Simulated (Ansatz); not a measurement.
Species: TeBr2, charge 1, multiplicity 2. 
Coordinates optimised at B3LYP-D3(BJ)/def2-TZVP (Ansatz, a quantum-chemistry and plane-wave program):
```
Te
Br 1 2.4311
Br 1 2.4311 2 102.83
```
Charge +1, spin multiplicity 2.

Basis-set convergence of Hartree-Fock and MP2 correlation energies (hartree) with Ansatz. Cores are frozen in the correlated levels unless marked. Open shells are spin-unrestricted. No spin-orbit coupling. Frozen are the shells of the preceding noble gas and the d and f shells that filled before the atom's block. In def2 rows, elements after Kr have scalar-relativistic effective core potentials.

```csv
basis,functions,E(HF),"E(corr, MP2)"
def2-SVPD,117,-5410.93863,-0.33288
def2-TZVPPD,173,[?],[?]
```

Complete the blanks.


- def2-TZVPPD, E(HF): -5411.58847
- def2-TZVPPD, E(corr, MP2): -0.42838
